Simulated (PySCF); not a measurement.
## What settings do to a single point of [Pb(CH3)2]2+

The sound run of [Pb(CH3)2]2+ (singlet) uses PySCF 2.14.0, RKS TPSS, Pb def2-SVP with ECP60, C def2-SVP, H def2-SVP; non-relativistic Hamiltonian with scalar-relativistic core potentials where named; density fitting; no spin-orbit coupling, grid (50, 194), threshold 1e-8 Eh and 55 cycles, at the relaxed geometry:

```xyz
9

Pb    0.0000    0.0000    0.7789
C     2.2933    0.0000    0.7761
H     2.5449    0.0000   -0.3007
H     2.5484    0.9320    1.3133
H     2.5484   -0.9320    1.3133
C    -2.2933    0.0000    0.7761
H    -2.5449    0.0000   -0.3007
H    -2.5484   -0.9320    1.3133
H    -2.5484    0.9320    1.3133
```

There Pb1 has a Mulliken charge of 1.22 e and the dipole about the centre of mass is 0.01 D. Each run below changes one thing and starts from free metal ions and neutral atoms unless it says otherwise; with 55 cycles, smearing, a level shift and second-order steps follow where DIIS fails, and their cycles count. Energy shifts count from the sound run.

Q: One further run converged with energy shift (eV) 0.64, largest force component (eV/Å) 2.53, charge on Pb1 (e) 1.15, dipole about the centre of mass (D) 0.01. Which change was it?
A. all coordinates × 0.94
B. grid (10, 14)
C. start from the bare core Hamiltonian, limit 72 cycles

A: A.

Q: And the other changes listed?

A: 
| change | outcome | cycles | energy shift (eV) | largest force component (eV/Å) | charge on Pb1 (e) | dipole about the centre of mass (D) |
| --- | --- | --- | --- | --- | --- | --- |
| grid (10, 14) | converged | 8 | 19.00 | 3.09 | 1.25 | 0.03 |
| start from the bare core Hamiltonian, limit 72 cycles | converged | 12 | 0.0000 | 0.01 | 1.22 | 0.01 |

Unsound on purpose, so not properties of the compound: grid (10, 14).

Forces carry noise of the integration grid, about 0.01 to 0.03 eV/Å.

No frequency check is given that shows the relaxed geometry to be a minimum.
